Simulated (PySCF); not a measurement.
Computed structure and properties of YbCl3(H2O)

System: YbCl3(H2O) (singlet in the valence; each metal's 4f electrons, 13 of them, lie in its core potential, out of spins and levels); start: displaced along the imaginary mode (C1). Method: PySCF 2.14.0, RKS PBE0, Yb lcecp-1-SVP with ECP59, Cl def2-SVP, O def2-SVP, H def2-SVP; non-relativistic Hamiltonian with scalar-relativistic core potentials where named; density fitting; no spin-orbit coupling.

Input of the relaxation:

```python
mol = gto.M(atom='''
Yb     0.01436    -0.02552     0.02011
Cl     1.09512     1.87201     1.12188
Cl    -1.61559    -1.31694     1.29079
Cl     1.11600    -1.16431    -1.83850
O     -1.27363     1.38613    -1.26744
H     -1.24181     2.37062    -1.13101
H     -1.68641     1.17431    -2.14598''',
    basis={'Yb': 'lcecp-1-SVP', 'Cl': 'def2-SVP', 'O': 'def2-SVP', 'H': 'def2-SVP'},
    ecp={'Yb': 'lcecp-1-SVP'},
    charge=0, spin=0)
mf = dft.RKS(mol, xc='PBE0')
mf.grids.atom_grid = (50, 194)  # f atoms: unpruned, at least (60, 302)
mf = mf.density_fit()  # fitting sets: Yb AutoAux, Cl def2-universal-JKFIT, O def2-universal-JKFIT, H def2-universal-JKFIT
mf.conv_tol = 1e-08; mf.max_cycle = 55
mf.kernel(dm0)  # dm0: converged density of the start geometry
# quasi-Newton relaxation in Cartesian coordinates to a largest gradient under 0.00045 Eh/bohr, steps kept in the point group
```

Run from Python with OMP_NUM_THREADS=2; the lines above give its settings. Where DIIS fails, smearing, a level shift and second-order steps follow.
It took 16 s on 2 threads of Arm Neoverse V2, with other jobs on the host, from the converged density of the start.

Course of the relaxation:

```tsv
step	energy above end (eV)	largest force component within the symmetry (eV/Å)
0	0.0413	1.287
1	0.0011	0.223
2	0.0001	0.022
3	0.0000	0.011
```

Relaxed geometry (C1):

```xyz
7

Yb    0.0127   -0.0264    0.0202
Cl    1.0936    1.8749    1.1161
Cl   -1.6160   -1.3193    1.2898
Cl    1.1168   -1.1649   -1.8373
O    -1.2797    1.3861   -1.2634
H    -1.2461    2.3460   -1.1495
H    -1.6733    1.2000   -2.1261
```

```tsv
contact	Å
Yb1–Cl2 (Cl)	2.446
Yb1–Cl3 (Cl)	2.436
Yb1–Cl4 (Cl)	2.442
Yb1–O5 (H2O)	2.305
```

On the finer grid (75, 302):

The HOMO is -8.46 eV, the LUMO is -1.36 eV and the dipole about the centre of mass is 5.92 D. The set of Mulliken populations of Yb1 outside the core potential is s 2.32, p 6.46, d 1.35, f 0.04. The D3(BJ) dispersion energy (not in the energies) is -0.183 eV.

```
atom  Mulliken (e)  Löwdin (e)  spin (e)
 Yb1          0.83       -0.20      0.00
 Cl2         -0.36       -0.05      0.00
 Cl3         -0.35       -0.03      0.00
 Cl4         -0.35       -0.04      0.00
  O5         -0.28        0.03      0.00
  H6          0.25        0.15      0.00
  H7          0.25        0.15      0.00
```

The 4f levels lie in the core potential and are missing. Their spin isn't counted.

On the grid (50, 194), as all that follows. Harmonic modes: a minimum within the noise of the softest modes; lowest 14 cm⁻¹ (negative: unstable), highest 3929 cm⁻¹, zero-point energy 0.736 eV.

Taking off one Cl (charge -1, singlet; the rest: singlet) in vacuum, both parts rigid, costs 9.23 eV; the small basis without counterpoise inflates it. Most of it is the attraction of opposite charges; other ways to part are cheaper, and one spin state was tried for the rest.

Rigid scan of Cl along the line from its metal:

(distance to Cl2 (Å), energy (eV)): (2.15, 0.805), (2.25, 0.311), (2.35, 0.068), (2.45, 0.000), (2.55, 0.053), (2.65, 0.190), (2.85, 0.607), (3.15, 1.369), (3.55, 2.357), (4.05, 3.377)

Taking off one H2O (charge 0, singlet; the rest: singlet) in vacuum, both parts rigid, costs 1.65 eV; the small basis without counterpoise inflates it.

Rigid scan of H2O along the line from its metal:

distance to O5 (Å), energy (eV) and a bar:
```
     2.01      0.487 ############
     2.11      0.181 #####
     2.21      0.038 #
     2.31      0.000 
     2.41      0.029 #
     2.51      0.099 ##
     2.71      0.292 #######
     3.01      0.596 ###############
     3.41      0.921 #######################
     3.91      1.189 ##############################
```

One start shape was tried, so this needn't be the lowest isomer.

An lcecp potential fixes the number of 4f electrons, so in runs with it no electron can move into or out of that shell.
